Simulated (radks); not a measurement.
Neutral thallium inside a hard spherical wall (all orbitals vanish at R), configuration held at [Hg] 6p1 and not refilled when levels cross. All-electron calculation, scalar-relativistic Kohn-Sham, PBE, spin-polarised, spherical densities, point nucleus; open shells are filled with parallel spins first (spin-orbit coupling, left out, can overturn this in heavy ions). Program: a radial shooting solver on a logarithmic mesh with Libxc functionals. Eigenvalues in eV for spin up, with the zero of energy where the potential of the charges vanishes at infinity; a dash marks a level that is unbound or too diffuse for the functional's potential to be trusted. A positive occupied level is held by the wall or, in an anion where self-interaction has pushed it up, behind a barrier. The pressure on the wall is -dE/dV.

R (bohr)  E (hartree)  kinetic (hartree)    e(5p)    e(5d)   e(6s)   e(6p)  e(7s, empty)  e(6d, empty)  pressure (GPa)
free      -20245.9513          22812.160  -76.050  -15.480  -9.741  -2.614             -             -               0
20        -20245.9513          22812.160  -76.050  -15.480  -9.741  -2.614        -0.567         0.485        < 0.0001
10        -20245.9499          22812.169  -75.926  -15.357  -9.640  -2.501         0.536         2.043          0.0272
7         -20245.9334          22812.254  -75.333  -14.783  -9.181  -1.774         4.431         5.093           0.773
6         -20245.9049          22812.397  -74.717  -14.195  -8.674  -0.868         8.417         7.718            3.03
5         -20245.8148          22812.839  -73.379  -12.944  -7.432   1.301        16.800        12.871            14.8
4         -20245.4667          22814.457  -70.018   -9.853  -3.687   7.286        36.829        24.690            98.3
2.5       -20240.1099          22836.399  -47.223   13.078  34.577  59.677        170.70        102.25            4400
1.5       -20180.4708          23041.959   58.044   140.94  310.13  378.84        797.78        467.49          200000
